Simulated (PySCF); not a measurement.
A GIAO shielding run with PySCF 2.14 (density fitting, non-relativistic, gas phase) on SMILES FC[Si]1(C2CC2)[SiH2][SiH2][SiH2]1, C4H13FSi4:

```
$ OMP_NUM_THREADS=1 python probes_run.py task.json out

{"job": {"kind": "nmr", "xc": "PBE0", "basis": "pcSseg-1"}, "charge": 0, "multiplicity": 1}
F     -0.264150    -3.240818     0.784746
C      0.222492    -2.114231     1.422594
Si     0.063038    -0.571578     0.269240
C     -1.799467    -0.250503     0.155719
C     -2.386588     1.013629     0.722523
C     -2.270067     0.848910    -0.754234
Si     1.508689     1.189101     0.938981
Si     2.664874     0.966541    -1.104172
Si     1.252257    -0.802015    -1.777416
H     -0.333347    -2.029164     2.359253
H      1.267863    -2.325190     1.658669
H     -2.446570    -1.120587     0.200204
H     -1.723666     1.712631     1.211158
H     -3.369227     0.968541     1.168738
H     -1.523585     1.433519    -1.273515
H     -3.171528     0.694804    -1.328576
H      2.278471     0.971244     2.172000
H      0.882009     2.496894     1.177488
H      2.649554     2.158072    -1.963334
H      4.098801     0.666561    -1.000709
H      0.480257    -0.558657    -3.004202
H      1.909480    -2.088319    -2.036004
```

Hardware: 1 thread of an Arm Neoverse V2, shared host. The job also computes population analyses, field gradients, ring-centre shieldings.

(1) How large is the calculation?

(2) How long does it take, and how much memory does it need?

Results:

(1) 102 electrons, 246 basis functions and 1371 auxiliary functions.

(2) 91 s of wall time, with 12 SCF cycles and 4 response iterations; peak memory 1.2 GiB. Times on a shared host scatter by some tens of per cent.
